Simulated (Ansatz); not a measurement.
A structure relaxed at PBE0-D4/def2-SVP in Ansatz, charge 0, singlet:

```
atom    x (Å)    y (Å)    z (Å)
 Al1  -0.3793   0.9124  -0.2010
  S2   0.7110  -1.3217  -0.3472
  H3   1.4889  -1.1984   0.7535
  H4  -0.2440  -2.0151   0.3155
 Cl5   1.2580   2.0971  -0.7888
 Cl6  -0.8966   0.9390   1.8452
 Cl7  -1.9381   0.5868  -1.5773
```

Question: Give its formula, name or SMILES and point group.

Answer: Al(H2S)Cl3 (AlH₂SCl₃). Point group Cs (tolerance 0.1 Å).

Question: Summarise the bond lengths by kind (pairs closer than 1.2 times the sum of covalent radii, bridged metal pairs left out).

Answer: 3 × Al–Cl 2.10 to 2.11 Å; 1 × Al–S 2.49 Å; 2 × H–S 1.35 Å.
